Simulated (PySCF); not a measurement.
# Computed records: BFO

Computed with PySCF 2.14.0. Calculation on a computer-drawn molecule: vertical ionisation energy to the stated ion spin, frozen-core CCSD(T) at the basis limit and cheaper methods, single-reference cases, UHF for radicals, no spin-orbit; all values are single points at the evaluated structure, the first of each entry, which is the reference or a displaced copy of it and isn't optimised; the reference structure only sets the zero of the energies above reference; triples share is (T) over the correlation energy.

Common to all runs: charge 0; multiplicity 1; ion multiplicity 2; diffuse functions no; basis cc-pVnZ; reference is the Hartree-Fock double-zeta minimum; best is HF at quadruple zeta + MP2 correlation extrapolated from triple and quadruple zeta + CCSD(T) minus MP2 at triple zeta; basis step is the size of the change from the same recipe one zeta lower.

(1) BFO

Evaluated structure:
```xyz
3
BFO
O     -0.2599    -0.4311    -2.0236
B      0.4501    -0.1160    -2.9415
F      1.1766     0.2038    -3.9080
```

Reference structure:
```xyz
3
BFO
O     -0.2598    -0.4274    -2.0353
B      0.4432    -0.1228    -2.9431
F      1.2014     0.2057    -3.9221
```

```
ionisation energy best                         : 13.58 eV
ionisation energy basis step                   : 0.07627 eV
energy above reference best                    : 0.2574 kcal/mol
energy above reference basis step              : 0.1215 kcal/mol
ionisation energy Koopmans at triple zeta      : 14.16 eV
ionisation energy EOM CCSD at triple zeta      : 13.35 eV
total energy HF triple zeta                    : -199.1558 hartree
total energy CCSD(T) triple zeta               : -199.7422 hartree
total energy best                              : -199.8418 hartree
T1 diagnostic at triple zeta                   : 0.0154
D1 diagnostic at triple zeta                   : 0.03894
ion T1 diagnostic at triple zeta               : 0.0189
ion D1 diagnostic at triple zeta               : 0.07338
ion spin squared at triple zeta                : 0.7556
triples share at triple zeta                   : 0.0357
basis functions triple zeta                    : 90
dipole magnitude HF at triple zeta             : 2.523 debye
dipole magnitude CCSD unrelaxed at triple zeta : 2.167 debye
dipole magnitude PBE at triple zeta            : 2.144 debye
dipole magnitude r2SCAN at triple zeta         : 2.239 debye
dipole magnitude B3LYP at triple zeta          : 2.227 debye
dipole magnitude wB97X at triple zeta          : 2.305 debye
```

Drawn bonds:
```csv
atom,other atom,order
1,2,2
2,3,1
```

Triple zeta:
```csv
method,ionisation energy (eV),energy above reference (kcal/mol)
HF,11.63,0.2526
PBE,13.33,0.4119
r2SCAN,13.24,0.2444
B3LYP,13.38,0.4193
wB97X,13.28,0.463
MP2,13.65,0.2598
CCSD,13.24,0.3408
CCSD(T),13.36,0.3104
```

(2) BFO

Evaluated structure:
```xyz
3
BFO
O     -0.2859    -0.4507    -2.0154
B      0.4469    -0.1694    -2.9192
F      1.1909     0.2220    -3.8483
```

Reference structure:
```xyz
3
BFO
O     -0.2598    -0.4274    -2.0353
B      0.4432    -0.1228    -2.9431
F      1.2014     0.2057    -3.9221
```

Drawn bonds:
```csv
atom,other atom,order
1,2,2
2,3,1
```

(3) BFO

Evaluated structure:
```xyz
3
BFO
O     -0.1964    -0.5413    -2.1402
B      0.5404    -0.1709    -3.1321
F      1.3753     0.2761    -4.0840
```

Reference structure:
```xyz
3
BFO
O     -0.2598    -0.4274    -2.0353
B      0.4432    -0.1228    -2.9431
F      1.2014     0.2057    -3.9221
```

Drawn bonds:
```csv
atom,other atom,order
1,2,2
2,3,1
```

Question: Give the missing dipole magnitude wB97X at triple zeta for BFO (entry 2).
Answer: 2.276 debye

Question: Give the missing total energy CCSD(T) triple zeta for BFO (entry 2).
Answer: -199.7417 hartree

Question: Estimate the dipole magnitude HF at triple zeta of BFO (entry 2).
Answer: 2.491 debye

Question: What ionisation energy Koopmans at triple zeta does the calculation give for BFO (entry 2)?
Answer: 14.2 eV

Question: Give the missing ion T1 diagnostic at triple zeta for BFO (entry 3).
Answer: 0.02079

Question: Estimate the dipole magnitude CCSD unrelaxed at triple zeta of BFO (entry 3).
Answer: 2.041 debye

Question: Estimate the energy above reference basis step of BFO (entry 3).
Answer: 1.528 kcal/mol

Question: Estimate the D1 diagnostic at triple zeta of BFO (entry 3).
Answer: 0.04929

Question: Give the table of triple zeta values for BFO (entry 3).
Answer: 
Triple zeta:
```csv
method,ionisation energy (eV),energy above reference (kcal/mol)
HF,11.17,14.35
PBE,13.03,4.422
r2SCAN,12.9,6.985
B3LYP,13.04,7.633
wB97X,12.91,8.019
MP2,13.36,4.915
CCSD,12.88,7.585
CCSD(T),13.03,5.894
```

Further results for BFO (entry 2):

```
ionisation energy best                         : 13.62 eV
ionisation energy basis step                   : 0.07625 eV
energy above reference best                    : 0.5193 kcal/mol
energy above reference basis step              : 0.1507 kcal/mol
ionisation energy EOM CCSD at triple zeta      : 13.4 eV
total energy HF triple zeta                    : -199.1557 hartree
total energy best                              : -199.8414 hartree
T1 diagnostic at triple zeta                   : 0.01531
D1 diagnostic at triple zeta                   : 0.03882
ion T1 diagnostic at triple zeta               : 0.01911
ion D1 diagnostic at triple zeta               : 0.07524
ion spin squared at triple zeta                : 0.7556
triples share at triple zeta                   : 0.03559
basis functions triple zeta                    : 90
dipole magnitude CCSD unrelaxed at triple zeta : 2.141 debye
dipole magnitude PBE at triple zeta            : 2.118 debye
dipole magnitude r2SCAN at triple zeta         : 2.213 debye
dipole magnitude B3LYP at triple zeta          : 2.2 debye
```

Triple zeta:
```csv
method,ionisation energy (eV),energy above reference (kcal/mol)
HF,11.68,0.3358
PBE,13.37,0.7439
r2SCAN,13.28,0.5225
B3LYP,13.42,0.6567
wB97X,13.32,0.6926
MP2,13.69,0.6027
CCSD,13.29,0.5948
CCSD(T),13.4,0.6112
```

Further results for BFO (entry 3):

```
ionisation energy best                    : 13.25 eV
ionisation energy basis step              : 0.07722 eV
energy above reference best               : 7.16 kcal/mol
ionisation energy Koopmans at triple zeta : 13.82 eV
ionisation energy EOM CCSD at triple zeta : 13.03 eV
total energy HF triple zeta               : -199.1333 hartree
total energy CCSD(T) triple zeta          : -199.7333 hartree
total energy best                         : -199.8308 hartree
T1 diagnostic at triple zeta              : 0.01893
ion D1 diagnostic at triple zeta          : 0.07241
ion spin squared at triple zeta           : 0.7565
triples share at triple zeta              : 0.0393
basis functions triple zeta               : 90
dipole magnitude HF at triple zeta        : 2.537 debye
dipole magnitude PBE at triple zeta       : 2.038 debye
dipole magnitude r2SCAN at triple zeta    : 2.146 debye
dipole magnitude B3LYP at triple zeta     : 2.147 debye
dipole magnitude wB97X at triple zeta     : 2.247 debye
```
